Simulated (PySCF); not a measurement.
Delta-SCF ions had no search for a lower state. Excitations are Tamm–Dancoff values on a coarser integration grid. The basis has no diffuse functions, so Rydberg states are missing or too high.

Cartesian coordinates (Å):
```xyz
23

C      2.4847     1.0274    -0.8986
C      1.1384     0.5283    -0.4515
C     -0.0442     1.1110    -0.7639
Si    -1.4258     0.1178     0.0271
C     -2.4082     1.0834     1.3166
C     -2.6013    -0.6694    -1.2215
C     -0.1971    -1.0910     0.7685
C      1.0524    -0.7094     0.4099
C      2.3145    -1.4240     0.8075
H      2.3883     1.9316    -1.5157
H      3.1319     1.2667    -0.0375
H      3.0216     0.2648    -1.4882
H     -0.0822     2.0114    -1.3829
H     -1.7336     1.5485     2.0521
H     -3.0028     1.8814     0.8421
H     -3.1041     0.4217     1.8580
H     -3.1991     0.0993    -1.7383
H     -3.3004    -1.3605    -0.7224
H     -2.0403    -1.2366    -1.9804
H     -0.3590    -1.9749     1.3913
H      2.8808    -1.7636    -0.0766
H      2.9911    -0.7617     1.3741
H      2.0944    -2.3021     1.4307
```
Charge 0, spin multiplicity 1.

Problem. What is the computed vertical ionisation energy (Delta-SCF), T1 excitation (TDA) and S1–T1 gap (TDA) (ωB97X-D3(BJ)/def2-TZVP // B3LYP-D3(BJ)/def2-SVP run with PySCF)?

Solution. 
- vertical ionisation energy (Delta-SCF): 8.04 eV
- T1 excitation (TDA): 2.86 eV
- S1–T1 gap (TDA): 1.93 eV
